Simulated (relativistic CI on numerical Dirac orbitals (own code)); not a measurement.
**Ir53+: sensitivity of the levels to the model**

Base calculation: Dirac-Coulomb-Breit CI, separate exchange-only KLI orbitals for each configuration, QED by a radiative potential, unscaled Slater integrals.

Configuration list (outside the closed core [Ne]): 3s2 3p6 3d6, 3s2 3p5 3d7, 3s2 3p4 3d8, 3s 3p6 3d7, 3p6 3d8, 3s 3p5 3d8, 3s2 3p6 3d5 4s, 3s2 3p6 3d5 4p, 3s2 3p4 3d7 4s, 3s2 3p6 3d5 4d, 3s2 3p4 3d7 4p, 3s2 3p5 3d6 4s, 3s2 3p6 3d5 4f, 3s2 3p4 3d7 4d, 3s 3p5 3d7 4s, 3s2 3p5 3d6 4p, 3s2 3p5 3d6 4d, 3s2 3p6 3d4 4s2, 3s 3p6 3d6 4s, 3p6 3d7 4s, 3p6 3d7 4p, 3s2 3p6 3d5 5s, 3p6 3d7 4d, 3s 3p6 3d5 4s2. Levels of other configurations are missing.

Variants: (1) one mean potential for all configurations. Shifts of the energy above 3s2 3p6 3d6 3F_4, in eV, for the lowest level and the first level of each name with at least 55 % of one term (blank where a level changes its place among those of its configuration and J or its character, or is not in the variant):

| Level | Base | Δ(1) |
| --- | --- | --- |
| 3s2 3p6 3d6 3F_4 | 0.000 | 0.000 |
| 3s2 3p6 3d6 5D_3 | 77.350 | +0.015 |
| 3s2 3p6 3d6 3H_6 | 87.244 | +0.014 |
| 3s2 3p6 3d6 3G_5 | 87.268 | +0.013 |
| 3s2 3p6 3d6 3P_1 | 111.969 | +0.007 |
| 3s2 3p6 3d6 3F_3 | 113.689 | +0.007 |
| 3s2 3p6 3d6 5D_2 | 160.371 | +0.029 |
| 3s2 3p6 3d6 5D_0 | 163.405 | +0.028 |
| 3s2 3p6 3d6 3H_5 | 171.496 | +0.028 |
| 3s2 3p6 3d6 1I_6 | 175.025 | +0.028 |
| 3s2 3p6 3d6 1D_2 | 221.117 | +0.015 |
| 3s2 3p6 3d6 1S_0 | 240.058 | +0.012 |
| 3s2 3p5 3d7 5G°_6 | 418.198 | -0.156 |
| 3s2 3p5 3d7 3P°_0 | 429.882 | -0.155 |

At this charge energies of transitions that change n are usually good to better than 1 %, and those within a shell (Δn = 0) to a few per cent.

Ionisation energy from the two ground configurations alone: base 5092.32 eV. The NIST ASD value (theoretical) is 5092 eV.

LS names give the leading component of a level, which can be under half, so a name can repeat, a term be missing and a line seem to break the LS rules.
